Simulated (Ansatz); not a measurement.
The same silylene extrusion along the group C, Si, Ge.

Gas-phase electronic energies from Ansatz, PBE0-D4/def2-TZVP geometries. CCSD(T)/CBS is the MP2 limit (def2-TZVPP, def2-QZVPP) plus CCSD(T) − MP2 in def2-TZVPP, frozen cores. This one scheme is used for every species. Functionals use def2-TZVPP. For Ge outer-core shells are correlated without core-valence functions, which leaves a few kJ/mol of doubt a bond. Scalar relativity is left out up to krypton.

| reaction | LDA (SPW92) (kJ/mol) | B2PLYP (kJ/mol) |
| --- | --- | --- |
| `CC(F)F` → fluoromethane + `[CH]F` | 510 | 431 |
| `F[SiH](F)[SiH3]` → `F[SiH3]` + `F[SiH]` | 252 | 207 |
| `[F][GeH]([F])[GeH3]` → `[F][GeH3]` + `[F][GeH]` | 193 | 150 |

**Question.** Give the CCSD(T)/CBS values in the same order. (Estimate.)

**Answer.** Ansatz gave: 431, 215, 161 kJ/mol.

Largest T1 diagnostic: 0.018, for `[CH]F`.
